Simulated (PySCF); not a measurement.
C$_{2}$H$_{6}$ClGa, triplet, at a GFN2-xTB geometry (such geometries of metal compounds can be far from the true shape) (a higher spin typed on purpose: for a closed-shell molecule this is an excited state). Base run: PBE0/STO-3G (PySCF).

Here is a job for PySCF.
```python
from pyscf import gto, scf, dft

mol = gto.Mole()
mol.atom = '''
    Ga   -0.230125    0.221604    0.519119
    C    -1.816142   -0.921645   -0.716983
    H    -1.337382   -1.166959   -1.655674
    H    -2.695171   -0.301226   -0.824580
    H    -1.981238   -1.791455   -0.091607
    C    -0.394867    1.732055   -1.225072
    H    -0.124815    1.189436   -2.121075
    H     0.351984    2.462602   -0.936693
    H    -1.398810    2.133379   -1.243872
    Cl    1.622667   -0.838704    0.143126
'''
mol.basis = 'sto-3g'
mol.charge = 0
mol.spin = 2
mol.verbose = 4
mol.build()

mf = dft.UKS(mol)
mf.xc = 'pbe0'
mf.kernel()
mf.analyze()
```

Variants of this job, named by their change:

```json
[
 {"change": "base", "ΔE vs base (mEh)": "0.000", "grid points": "126872", "electrons on the grid": "65.99999", "outcome": "converged"},
 {"change": "grids.radi_method = gauss_chebyshev", "ΔE vs base (mEh)": "-0.002", "grid points": "123752", "electrons on the grid": "65.99999", "outcome": "converged"},
 {"change": "grids.level = 7", "ΔE vs base (mEh)": "0.000", "grid points": "647816", "electrons on the grid": "66.00000", "outcome": "converged"},
 {"change": "grids.atom_grid = (99, 590)", "ΔE vs base (mEh)": "0.000", "grid points": "320728", "electrons on the grid": "66.00000", "outcome": "converged"},
 {"change": "grids.level = 0", "ΔE vs base (mEh)": "-33.149", "grid points": "9944", "electrons on the grid": "66.00426", "outcome": "converged"},
 {"change": "grids.becke_scheme = stratmann", "ΔE vs base (mEh)": "0.003", "grid points": "126872", "electrons on the grid": "65.99999", "outcome": "converged"},
 {"change": "grids.atom_grid = (150, 974)", "ΔE vs base (mEh)": "0.001", "grid points": "801000", "electrons on the grid": "66.00000", "outcome": "converged"},
 {"change": "grids.radi_method = delley", "ΔE vs base (mEh)": "0.001", "grid points": "134656", "electrons on the grid": "65.99999", "outcome": "converged"},
 {"change": "grids.prune = off", "ΔE vs base (mEh)": "-0.008", "grid points": "209680", "electrons on the grid": "65.99999", "outcome": "converged"},
 {"change": "grids.prune = dft.gen_grid.sg1_prune", "ΔE vs base (mEh)": "-", "grid points": "-", "electrons on the grid": "-", "outcome": "input refused"},
 {"change": "grids.radi_method = mura_knowles", "ΔE vs base (mEh)": "0.000", "grid points": "119960", "electrons on the grid": "65.99999", "outcome": "converged"}
]
```

Open shells are given as the SCF converged; they aren't shown to be the lowest states, and a large step between rows can be another state.

- grids.prune = dft.gen_grid.sg1_prune: ended with `IndexError: index 31 is out of bounds for axis 0 with size 19`
